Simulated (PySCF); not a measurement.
Molecule: methyl butanoate (CCCC(=O)OC, C₅H₁₀O₂).

Mapped SMILES: `[CH3:1][CH2:2][CH2:3][C:4](=[O:5])[O:6][CH3:7]`. Hydrogens are named by the atom that carries them.

Geometry PBE0-D3(BJ)/def2-SVP throughout; GIAO in PySCF, gas phase, one conformer, non-relativistic; equivalent atoms averaged; functional PBE0.

(1) How do the shifts δ (against TMS, H2O at the same level) depend on the basis set? (a selection of nuclei; ppm; last column core-seconds on shared hosts with different chips, so compare them loosely)

(2) Which nucleus among those listed moves most, in ppm?

(3) Taking the largest basis, def2-TZVP (277 functions), as the yardstick, rank the others by their worst heavy-atom deviation.

## Answers

(1) 
```
    basis set  functions    C7    C2    C1     O5     O6  H(C7)  H(C3)  H(C2)  H(C1)  core-s
       STO-3G         45  47.6  24.2  19.5  405.3   97.7   2.64   1.88   1.27   0.61     4.4
     pcSseg-0         83  54.6  18.2  15.9  478.9  187.7   4.00   2.41   1.59   1.01     6.4
        6-31G         83  48.9  18.4  14.7  410.2  164.7   3.80   2.41   1.70   1.06     8.8
       6-31G*        118  49.1  18.4  14.2  379.7  154.9   3.52   2.12   1.63   0.94      13
      cc-pVDZ        148  49.0  20.4  15.0  407.6  177.0   3.45   2.02   1.49   0.82      14
     def2-SVP        148  48.7  17.6  13.6  408.0  174.9   3.40   1.97   1.39   0.75      13
     pcSseg-1        169  51.8  19.2  14.7  435.1  190.2   3.60   2.16   1.52   0.90      34
6-311+G(2d,p)        249  50.5  19.2  13.7  409.3  180.5   3.52   2.25   1.62   0.86      37
  aug-cc-pVDZ        251  48.7  20.1  13.9  389.9  172.0   3.64   2.30   1.69   0.91      32
    def2-TZVP        277  51.5  19.9  14.5  418.1  186.0   3.49   2.22   1.62   0.86      35
```

(2) O5 (ester carbonyl oxygen): from 379.7 ppm with 6-31G* to 478.9 ppm with pcSseg-0. The smallest spread is 0.43 ppm, at H(C2). Proton shifts span only some 12 ppm, so a few tenths of a ppm matter as much there as several ppm in carbon.

(3) 6-311+G(2d,p) 8.8 ppm (249 functions), cc-pVDZ 10.5 ppm (148 functions), def2-SVP 11.1 ppm (148 functions), pcSseg-1 17.0 ppm (169 functions), 6-31G 21.2 ppm (83 functions), aug-cc-pVDZ 28.2 ppm (251 functions), 6-31G* 38.4 ppm (118 functions), pcSseg-0 60.8 ppm (83 functions), STO-3G 88.3 ppm (45 functions).

A small basis that lands close on one nucleus may do so by chance; judge by the trend and by all nuclei.
